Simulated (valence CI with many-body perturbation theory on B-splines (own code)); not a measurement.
# Sr³¹⁺: fill in the table

Computed by relativistic CI+MBPT: five valence electrons over a frozen Dirac-Fock core [He], a basis of 11 s, 11 p, 10 d, 8 f, 5 g, 2 h functions for each j, with the one-electron correlation potential Σ1 (screened to all orders), the two-electron term Σ2, the three-electron term Σ3, Breit, model QED; selected single and double excitations, second order for the rest, scaled by the run's own slope (own B-spline code, finite nucleus).

No measured spectrum was set against this ion. As an estimate, large intervals hold to a few tenths of a per cent, small ones and those within an open d or f shell to about a per cent. Among the levels kept, up to 5800 cm⁻¹ of a level comes from second order outside the variational space, and about a tenth of that is noise between levels of different J, which matters for small intervals.

| Level | E (Ry) |
| --- | --- |
| (2s^2 2p1/2^2 2p3/2) J=3/2 | 0.000 |
| (2s^2 2p1/2 2p3/2^2) J=3/2 | ? |
| (2s^2 2p1/2 2p3/2^2) J=5/2 | ? |
| (2s^2 2p1/2 2p3/2^2) J=1/2 | 6.855 |
| (2s^2 2p3/2^3) J=3/2 | 11.321 |
| (2s 2p1/2^2 2p3/2^2) J=5/2 | ? |
| (2s 2p1/2^2 2p3/2^2) J=3/2 | 17.141 |
| (2s 2p1/2^2 2p3/2^2) J=1/2 | 17.177 |
| (2s 2p1/2 2p3/2^3) J=3/2 [a] | 20.487 |
| (2s 2p1/2 2p3/2^3) J=5/2 | 21.787 |
| (2s 2p1/2 2p3/2^3) J=1/2 | 23.300 |
| (2s 2p1/2 2p3/2^3) J=3/2 [b] | 24.129 |
| (2s 2p3/2^4) J=1/2 | 29.042 |
| (2p1/2^2 2p3/2^3) J=3/2 | ? |
| (2p1/2 2p3/2^4) J=1/2 | 40.505 |
| (2s^2 2p1/2^2 3s) J=1/2 | ? |
| (2s^2 2p1/2^2 3p1/2) J=1/2 | 159.174 |
| (2s^2 2p1/2 2p3/2 3s) J=3/2 [a] | 160.697 |
| (2s^2 2p1/2 2p3/2 3s) J=1/2 | 161.063 |
| (2s^2 2p1/2^2 3p3/2) J=3/2 | ? |

Levels are named by their leading jj configuration (3d3/2^4 stands for four electrons in 3d with j = 3/2), which in mixed levels can hold well under half, so a name can repeat and another be missing. Letters in brackets count levels of one name in rising energy.

Q: The levels stand in rising order. What does the calculation give for the missing energies?

A: (2s^2 2p1/2 2p3/2^2) J=3/2 4.509; (2s^2 2p1/2 2p3/2^2) J=5/2 5.527; (2s 2p1/2^2 2p3/2^2) J=5/2 14.406; (2p1/2^2 2p3/2^3) J=3/2 35.165; (2s^2 2p1/2^2 3s) J=1/2 156.150; (2s^2 2p1/2^2 3p3/2) J=3/2 161.072.
